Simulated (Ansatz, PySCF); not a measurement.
C2H6Al, SMILES [Al+]([CH3])[CH3], charge +1. Atoms are numbered in the order given.

```xyz
9

Al     0.0000     0.0000     0.0000
C      0.0000     0.0000    -1.9140
H      0.8890     0.5132    -2.2938
H     -0.8890     0.5132    -2.2938
H      0.0000    -1.0265    -2.2938
C      0.0000     0.0000     1.9140
H      0.8890    -0.5132     2.2938
H     -0.8890    -0.5132     2.2938
H      0.0000     1.0265     2.2938
```
Charge +1, spin multiplicity 1.

The structure is a stationary point at TPSSh-D3(BJ)/def2-TZVP. The spin state was assumed, not searched. The isomer is the one that the SMILES or the coordinates give; other isomers of the formula were not compared.

Two levels are set side by side: PBE-D3(BJ)/def2-TZVP (Ansatz, a program for electronic structure) and TPSSh-D3(BJ)/def2-TZVP (PySCF). Each level has its own optimised geometry; the coordinates shown are those of the second. Frequencies come from the Hessian of PySCF at each geometry. Differences are taken from unrounded values.

```csv
quantity,TPSSh-D3(BJ)
mean bond length (Å),1.299
bond Al1–C2 (Å),1.914
bond Al1–C6 (Å),1.914
bond C2–H3 (Å),1.094
bond C2–H4 (Å),1.094
bond C2–H5 (Å),1.094
bond C6–H7 (Å),1.094
bond C6–H8 (Å),1.094
bond C6–H9 (Å),1.094
highest harmonic wavenumber (cm⁻¹),3104
mean harmonic wavenumber (cm⁻¹),1476
zero-point energy (kcal/mol),44.30
```

**Question.** What does PBE-D3(BJ) give, and how far is it from TPSSh-D3(BJ)? (Estimate from the structure and the level; the computed values follow.)

**Answer.** 
| quantity | PBE-D3(BJ) | PBE-D3(BJ) minus TPSSh-D3(BJ) |
|---|---|---|
| mean bond length (Å) | 1.305 | 0.006 |
| bond Al1–C2 (Å) | 1.917 | 0.003 |
| bond Al1–C6 (Å) | 1.917 | 0.003 |
| bond C2–H3 (Å) | 1.101 | 0.007 |
| bond C2–H4 (Å) | 1.101 | 0.007 |
| bond C2–H5 (Å) | 1.101 | 0.007 |
| bond C6–H7 (Å) | 1.101 | 0.007 |
| bond C6–H8 (Å) | 1.101 | 0.007 |
| bond C6–H9 (Å) | 1.101 | 0.007 |
| highest harmonic wavenumber (cm⁻¹) | 3057 | -47 |
| mean harmonic wavenumber (cm⁻¹) | 1440 | -36 |
| zero-point energy (kcal/mol) | 43.23 | -1.07 |

GGA bonds tend to be longer and softer than those of functionals with exact exchange. Differences between two approximate levels are no errors against the true value.
